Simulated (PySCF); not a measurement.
## UHF on F (fluorine, neutral)

Configuration: [He] 2s2 2p5, 2P determinant. Calculation: PySCF 2.14, in aug-cc-pVDZ-DK; the spin-free X2C one-electron Hamiltonian (Gaussian nucleus).

```json
{
 "Total energy": "-99.467621 hartree",
 "One-electron energy": "-139.2454 hartree",
 "Hartree (Coulomb) energy": "49.8178 hartree",
 "Exchange energy": "-10.0401 hartree",
 "⟨S²⟩": "0.7536",
 "⟨L²⟩": "2.010",
 "Sum of ⟨r⟩": "7.806 bohr",
 "Sum of ⟨r²⟩": "10.33 bohr²",
 "Traceless quadrupole moment −½Σ⟨3z² − r²⟩ along its main axis": "0.711 e·bohr²",
 "Langevin diamagnetic susceptibility": "-8.18 ×10⁻⁶ cm³/mol"
}
```

| shell | electrons | mean orbital energy (hartree) | spread (hartree) | rms radius, mean of both spins (bohr) |
| --- | --- | --- | --- | --- |
| 1s α | 1 | -26.44947 | 0 | 0.204 |
| 1s β | 1 | -26.40023 | 0 | 0.204 |
| 2s α | 1 | -1.68251 | 0 | 1.10 |
| 2s β | 1 | -1.48831 | 0 | 1.10 |
| 2p α | 3 | -0.76986 | 0.11151 | 1.25 |
| 2p β | 2 | -0.67987 | 0 | 1.25 |

Spin-orbit constants ζ (cm⁻¹) from the X2C one-electron operator on these orbitals: bare nucleus, nucleus screened by l(l+1)(2l+1)/3 electrons, and screened by the Breit-Pauli mean field of the electrons.

```csv
shell,bare,screened nucleus,mean field
2p,396.5,308.4,265.7
```

To first order the Landé constant is A = -265.7 cm⁻¹, so the lowest level has J = 3/2 and lies 0.0165 eV below the centre of the term.
